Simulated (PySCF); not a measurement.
CH5GaO3, SMILES [OH][Ga]([O]C)[OH]. Atoms are numbered in the order given.

```xyz
10

Ga     0.1021     0.2976     0.1879
O      1.1769     1.7074     0.2224
H      1.7503     1.7587    -0.5498
O     -1.0449    -0.0048     1.5062
H     -1.0048     0.6622     2.1994
O      0.1722    -0.8231    -1.1796
C     -0.6307    -1.9657    -1.3020
H     -1.2252    -1.9154    -2.2316
H     -0.0002    -2.8709    -1.3608
H     -1.3347    -2.1024    -0.4613
```

Geometry optimised at PBE0-D3(BJ)/def2-SVP. The structure was generated by enumeration; whether it is a known compound was not checked. Other conformers were not sampled.

Method: PBE/def2-TZVP (PySCF).

Atomic charges (e):

```csv
atom,Löwdin,IAO,Mulliken
Ga1,0.02,1.12,0.54
O2,-0.17,-0.74,-0.49
H3,0.17,0.36,0.31
O4,-0.17,-0.74,-0.50
H5,0.17,0.36,0.31
O6,0.03,-0.58,-0.31
C7,-0.39,-0.20,-0.22
H8,0.11,0.14,0.11
H9,0.11,0.14,0.11
H10,0.11,0.13,0.13
```
